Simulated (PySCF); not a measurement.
Computed shifts of a molecule CH6O3Si2, PBE/pcSseg-1 in PySCF, GIAO, gas phase, atoms alike by connectivity averaged where their shifts nearly agree, in ppm (number of nuclei): ¹³C: 323.5 (1). ²⁹Si: -42.6 (2). ¹H: 5.59 (4), 2.43 (2). References: ¹⁷O against H2O (σ = 334.3 ppm); ¹³C against TMS (σ = 182.0 ppm); ²⁹Si against TMS (σ = 335.4 ppm); ¹H against TMS (σ = 31.49 ppm), references at their B3LYP-D3(BJ)/def2-TZVP geometries, non-relativistic. The structure is a stationary point at ωB97X-D3(BJ)/def2-SVP. One conformer was computed; it need not be the lowest.

Problem. Identify the compound among the candidates.
A) [SiH3]O[SiH]1OCO1
B) O=C(O)[SiH2][SiH2]O
C) O=C([SiH2]O)[SiH2]O
D) CO[SiH]1O[SiH2]O1

Solution. C, O=C([SiH2]O)[SiH2]O
